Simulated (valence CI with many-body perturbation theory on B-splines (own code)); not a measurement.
# Which ion has this spectrum?

A relativistic CI+MBPT calculation for an atom or ion with 23 electrons gives these levels (eV):

```
   J  Parity       E     g
 5/2    even   0.000  1.44
 5/2    even  21.075  1.31
 7/2    even  30.843  1.15
 3/2    even  31.848  1.22
11/2    even  32.159  1.12
 9/2    even  35.691  1.14
 5/2    even  37.627  1.15
 1/2    even  39.117  1.86
 7/2    even  42.221  1.10
 5/2    even  51.578  1.24
 3/2    even  52.001  0.79
 7/2    even  57.177  1.21
11/2    even  57.968  1.08
 9/2    even  59.683  1.14
```

The energies are calculated, and their last digits are not significant.

(1) Which is it?
A. Pm38+
B. Nd37+
C. Pr36+
D. Sm39+

Answers

(1) D. Sm39+, ground level (3d3/2^4 3d5/2) J=5/2.
